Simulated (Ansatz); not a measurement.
Te4, relaxed as a singlet with RKS PBE-D4/def2-SVP in Ansatz, starting from the GFN1-xTB geometry. Force threshold 0.02 eV/Å.

In the def2 sets Te takes a core potential; there is no spin–orbit coupling. The restricted singlet is unstable towards broken spin symmetry at other levels; at PBE-D4/def2-SVP this wasn't settled. Another isomer (singlet) lies 0.64 eV lower at PBE0-D4/def2-TZVP; other spin states weren't run for this one.

Start:

Cartesian coordinates in Å:
```
Te 0.225 -1.200 0.580
Te -2.767 1.209 -1.210
Te -0.226 1.198 -0.583
Te 2.767 -1.207 1.212
```

Q: Estimate the energy that the relaxation releases and the steps that it takes.

A: 0.05 eV, in 4 steps; 6 s on 4 threads of Arm Neoverse N1 on a shared host. No frequencies were taken in this run, so the end may be a saddle point.

Q: Does the start keep its bonding and symmetry?

A: By distances, no bond broke or formed. The bond that changes most is Te1–Te3, from 2.70 to 2.82 Å (atoms count from 1). Point group C2h at the start, C2h at the end, both within 0.05 Å.

Q: Predict the relaxed structure.

A: 
Cartesian coordinates in Å:
```
Te 0.2738 -1.2399 0.6101
Te -2.8215 1.2506 -1.2417
Te -0.2734 1.2384 -0.6119
Te 2.8211 -1.2491 1.2434
```
Bond lengths: 3 × Te–Te 2.62 to 2.82 Å.
